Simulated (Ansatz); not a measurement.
Reaction (atomization): `CC[N](C)[GaH2]` → 3 C• + Ga• + 10 H• + N•

Program: Ansatz. Geometries: PBE0-D4/def2-TZVP. ΔE: electronic, gas phase. CBS: MP2 limit from def2 TZ/QZ plus the TZ coupled-cluster correction, frozen cores. This one scheme is used for every species, atoms too. For atomizations the MP2-based limit and the directly extrapolated one differ by several kJ/mol either way, and by 10 to 25 for some Ge, Se and Sn compounds, so smaller differences from it don't rank the levels. Functionals use def2-TZVPP. Open shells (•) are unrestricted, without spin–orbit coupling. Spin–orbit coupling would lower the free atoms: a little for C; clearly for Ga. For Ga outer-core shells are correlated without core-valence functions, so the limit isn't a true one: a few kJ/mol of doubt a bond, and 10 to 20 or more in all where bonds break to atoms. Scalar relativity is left out up to krypton. Each species was taken in one conformer, which may not be the lowest.

```json
{"species": "`CC[N](C)[GaH2]`", "B97M-V energy (Eh)": "-2099.63065"}
{"species": "C•", "B97M-V energy (Eh)": "-37.85881"}
{"species": "Ga•", "B97M-V energy (Eh)": "-1924.43159"}
{"species": "H•", "B97M-V energy (Eh)": "-0.50030"}
{"species": "N•", "B97M-V energy (Eh)": "-54.59822"}
```

(1) Work out ΔE.

Largest T1 diagnostic among the species: 0.014.

## Answers

(1) ΔE = 10 × (-0.50030) + 3 × (-37.85881) + (-1924.43159) + (-54.59822) − (-2099.63065) = 2.02141 Eh = +1268.5 kcal/mol. CCSD(T)/CBS gives +1266.7 kcal/mol.

The D4 term adds +12.3 kcal/mol with B3LYP and +6.5 kcal/mol with PBE0; it sums over pairs of atoms, weighted by their polarisabilities, and B3LYP, whose exchange is more repulsive, gets the larger term. From PBE to PBE0 (25 % exact exchange), in def2-TZVPP and without D4, ΔE moves by −14.8 kcal/mol: exact exchange takes away binding that semilocal exchange gives to molecules.

B3LYP here is the variant with VWN-RPA as its local correlation; programs differ in this.
